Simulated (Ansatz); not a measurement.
**Calibrating SPW92/def2-TZVPP on Si-containing radicals**

The atomisation energy (no zero-point term) in kJ/mol of 6 Si-containing radicals: x at SPW92/def2-TZVPP, y at CCSD(T)/CBS estimate. Shapes, held fixed at every level: PBE0-D4/def2-TZVP. Flexible molecules stand in one conformer, not always the lowest. Programs: Ansatz 0.2.0.

| molecule | x (kJ/mol) | y (kJ/mol) |
| --- | --- | --- |
| SiH2(NH2) | 1999 | 1770 |
| SiH2(CN) | 2092 | 1816 |
| SiH(OH)(SiH3) | 2713 | 2423 |
| Si2H5O (SMILES [SiH2]O[SiH3]) | 2778 | 2516 |
| Si(SiH2)F3 | 2972 | ? |
| SiH(CH3)(OH) | 3173 | 2809 |

**Question.** Fit y = c + s·x to the known rows and predict y for Si(SiH2)F3.

**Answer.** 
1. Means of the 5 rows: x = 2551.00, y = 2266.8.
2. Σ(Δx)² = 980042, Σ(Δx·Δy) = 900272, so the slope is 900272/980042 = 0.91861.
3. Intercept: 2266.8 − (0.91861) × 2551.00 = -76.6. The largest residual of the fit is 41.
4. Si(SiH2)F3: -76.6 + 0.91861 × 2972 = 2654 kJ/mol.

CCSD(T)/CBS estimate gives 2622 kJ/mol, so the prediction is off by +32 kJ/mol, within the largest residual. Uncorrected, SPW92/def2-TZVPP misses Si(SiH2)F3 by +350 kJ/mol, and the other rows by 284 on average. The line removes about 90 % of this miss. Left out in turn, the other rows are missed by 41 kJ/mol on average. Spin contamination: SiH2(CN) (⟨S²⟩ up to 0.82). Open shells run unrestricted. The CBS estimate extrapolates MP2 from def2-TZVPP and def2-QZVPP and adds CCSD(T) − MP2 in the triple-zeta set, cores frozen.
